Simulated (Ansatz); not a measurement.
A run for Ansatz (a program for electronic structure): U-CCSD(T)/def2-TZVPP on H3O3Re (SMILES [OH][Re]([OH])[OH]), 2S+1 = 5, a spin state set in the input, which need not be the lowest. Elements past Kr take the def2 small-core potentials; no spin–orbit coupling.

Ansatz 0.2 input:
```yaml
crystal:
  periodic: [false, false, false]
  atoms:
    - {symbol: Re, position_ang: [0.06988993, 0.22244538, -0.22135593]}
    - {symbol: O, position_ang: [-0.81016113, -1.43939290, 0.32925098]}
    - {symbol: H, position_ang: [-1.68386575, -1.60944091, -0.03698216]}
    - {symbol: O, position_ang: [-0.00598826, 1.70698790, -1.43763407]}
    - {symbol: H, position_ang: [-0.35777222, 2.58086729, -1.23495444]}
    - {symbol: O, position_ang: [1.43403935, -0.34321564, 1.01286885]}
    - {symbol: H, position_ang: [1.25185015, -1.19385465, 1.43961852]}
basis:
  gaussian:
    orbitals: def2-TZVPP
magnetization: {spin_polarized: true, initial_magnetization: 4}
correlation: {method: ccsd_t, electrons: valence}
```

It printed:

```
WARN ansatz: RAYON_NUM_THREADS=4 ignored (pool sized by the plan → 4); use --threads N
Functional definition: HF
integrals: 1.17 GiB planned
1235 factors; integrals over basis functions are off by at most 7.6e-4 eV
mean field: 0.88 GiB planned
mean field evaluation 1: about -8265.9859 eV, gradient 4.4e1 eV
mean field evaluation 2: about -8266.0155 eV, gradient 4.4e1 eV
mean field evaluation 4: about -8273.0533 eV, gradient 4.5e0 eV
mean field evaluation 8: about -8273.3513 eV, gradient 3.2e-1 eV
mean field evaluation 16: about -8273.3535 eV, gradient 2.3e-6 eV
mean field evaluation 32: about -8269.6006 eV, gradient 9.0e-1 eV
mean field evaluation 64: about -8270.7805 eV, gradient 2.5e-2 eV
mean field evaluation 96: about -8270.2653 eV, gradient 2.8e-1 eV
mean field -8273.35349131 eV, -304.0401329251 hartree, gradient 2.3e-6 eV, S^2 6.025386; 1 other end points of the search recorded, 0 dependent functions left out
determinant -8273.35349131 eV, -304.0401329251 hartree, with singles and doubles -8304.66740253 eV, -305.1908979372 hartree
determinant -8270.78051448 eV, -303.9455777709 hartree, with singles and doubles -8302.02990649 eV, -305.0939717456 hartree
3 core orbitals not correlated
reference -8273.35349131 eV, -304.0401329251 hartree; 20, 16 occupied and 168, 172 virtual orbitals, 1235 factors
second order -31.51063656 eV of doubles, -0.00000000 eV of singles
coupled cluster: 7.61 GiB planned
cycle   1  -31.20488737 eV  change    -2.3e0 eV  update   3.2e-2
cycle   2  -31.27072330 eV  change   -6.6e-2 eV  update   8.6e-3
cycle   3  -31.27118966 eV  change   -4.7e-4 eV  update   5.5e-3
cycle   4  -31.27407686 eV  change   -2.9e-3 eV  update   2.5e-3
cycle   5  -31.27553113 eV  change   -1.5e-3 eV  update   1.3e-3
cycle   6  -31.27759976 eV  change   -2.1e-3 eV  update   6.2e-4
cycle   7  -31.27772359 eV  change   -1.2e-4 eV  update   3.1e-4
cycle   8  -31.27781061 eV  change   -8.7e-5 eV  update   1.7e-4
cycle   9  -31.27771888 eV  change    9.2e-5 eV  update   1.1e-4
cycle  10  -31.27764094 eV  change    7.8e-5 eV  update   6.6e-5
cycle  11  -31.27768064 eV  change   -4.0e-5 eV  update   3.7e-5
cycle  12  -31.27769819 eV  change   -1.8e-5 eV  update   1.8e-5
perturbative correction -1.29579117 eV, -0.0476194472 hartree
Total energy: -8305.92698067 eV, -305.2371865800 hartree
```

Self-consistency was reached.

Cost: around 26 core-minutes (rough).
